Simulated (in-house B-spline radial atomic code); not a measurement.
Computed with a B-spline radial atomic code. Model: two electrons, singlet ground state, non-relativistic, full CI in B-splines with partial waves to l = 8 (at full coupling up to 3e-4 hartree above the limit, correlation up to 0.6 % small), density held at that of full coupling by Lieb maximisation.

Along the adiabatic connection the electron repulsion is scaled by a coupling λ while a local potential keeps the density fixed. At λ = 0 the system is the Kohn-Sham one and W equals the exchange energy; the exchange-correlation energy is the area under W between 0 and 1. The kinetic energy rises with λ as the electrons avoid each other, with dT/dλ = −λ dW/dλ.

Command:
```bash
python run_ac.py task.json out
```
Settings (lengths in bohr, energies in hartree):
```
potential              coulomb
strength               4.41
lmax                   8
wall_radius            1.32
```

Run time, properties included: 3.3 s on 1 thread of Intel(R) Xeon(R) Processor @ 2.30GHz, on a shared host.

**W = mean repulsion less Hartree energy, and W of three functionals.**

Given: confinement point charge; nuclear charge 4.41; hard wall radius 1.32 bohr; external potential -Z/r.

Computed: PBE exchange minus exact 53.728 millihartree; SCAN exchange minus exact -0.3538 millihartree.

| coupling | W xc (hartree) | W xc minus exchange (millihartree) | kinetic minus Kohn-Sham (millihartree) | LDA (PW92) W minus its exchange (millihartree) | PBE W minus its exchange (millihartree) | SCAN W minus its exchange (millihartree) |
| --- | --- | --- | --- | --- | --- | --- |
| 0 | -2.5914 | 0 | 0 | 0 | 0 | 0 |
| 0.02 | -2.5933 | -1.863 | 0 | -14.15 | -1.9 | -1.85 |
| 0.05 | -2.5961 | -4.646 | 0.1 | -29.8 | -4.78 | -4.6 |
| 0.12 | -2.6025 | -11.083 | 0.7 | -59.08 | -11.54 | -10.88 |
| 0.25 | -2.6142 | -22.828 | 2.8 | -102.13 | -24.09 | -22.21 |
| 0.4 | -2.6275 | -36.053 | 7.1 | -142.84 | -38.45 | -34.83 |
| 0.6 | -2.6446 | -53.166 | 15.7 | -188.73 | -57.21 | -51.01 |
| 0.8 | -2.6611 | -69.708 | 27.2 | -228.42 | -75.47 | -66.53 |
| 1 | -2.6771 | -85.707 | 41.6 | -263.78 | -93.2 | -81.47 |
| 1.4 | -2.7076 | -116.18 | 78.1 | -325.26 | -127.06 | -109.75 |
| 2 | ? | ? | ? | ? | ? | ? |
| 3 | -2.8122 | -220.78 | 304.9 | -503.51 | -243.5 | -206.33 |
| 4.5 | ? | ? | ? | ? | ? | ? |
| 7 | -2.992 | -400.62 | 1173.7 | -760.11 | -445.32 | -375.05 |
| 10 | -3.0813 | -489.86 | 1925.2 | -879.91 | -548.62 | -461.88 |

(1) What belongs in the row 2?

(2) What belongs in the row 4.5?

(3) What is the LDA exchange minus exact?

**Energy parts, natural occupations and partial-wave weights.**

Computed: total energy -16.7668 hartree; exchange energy -2.5914 hartree; kinetic part of the DFT correlation energy 0.041634 hartree; initial slope twice GL2 -0.093274 hartree; kinetic part over minus potential part 0.48577; Hartree energy 5.1828 hartree; Lieb Oxford ratio E_xc over LDA exchange 1.1856.

```tsv
natural	occupation of the shell (electrons)
s	1.9973
p	0.0016033
s	0.00091277
d	8.3052e-05
p	?
s	1.7144e-05
```

(4) What belongs in the row p?

| wave | weight |
| --- | --- |
| s | 0.99911 |
| p | 0.00083181 |
| d | ? |
| f | 6.7469e-06 |
| g | 1.5966e-06 |

(5) What belongs in the row d?

(6) What is the correlation energy?

(7) What is the Kohn-Sham kinetic?

Answers

(1) W xc (hartree): -2.7498; W xc minus exchange (millihartree): -158.4; kinetic minus Kohn-Sham (millihartree): 149.7; LDA (PW92) W minus its exchange (millihartree): -401.85; PBE W minus its exchange (millihartree): -174.06; SCAN W minus its exchange (millihartree): -148.77.

(2) W xc (hartree): -2.8906; W xc minus exchange (millihartree): -299.23; kinetic minus Kohn-Sham (millihartree): 597.1; LDA (PW92) W minus its exchange (millihartree): -619.81; PBE W minus its exchange (millihartree): -330.99; SCAN W minus its exchange (millihartree): -279.18.

(3) 368.51 millihartree.

(4) occupation of the shell (electrons): 5.5245e-05.

(5) weight: 4.6377e-05.

(6) -0.044073 hartree.

(7) 17.375 hartree.

Half-way to full coupling W has made 52 % of its drop, against 50 % for a straight line, and second-order (GL2) theory, half the initial slope, overshoots the correlation energy by about 6 %: correlation is weak here. Over couplings 0 to 1 the errors in E_xc come to about +256 millihartree for LDA, +50 millihartree for PBE, +1.5 millihartree for SCAN, so SCAN is nearest. In LDA and PBE and SCAN the errors of exchange and correlation have opposite signs, so the sum is smaller than the larger of the two.
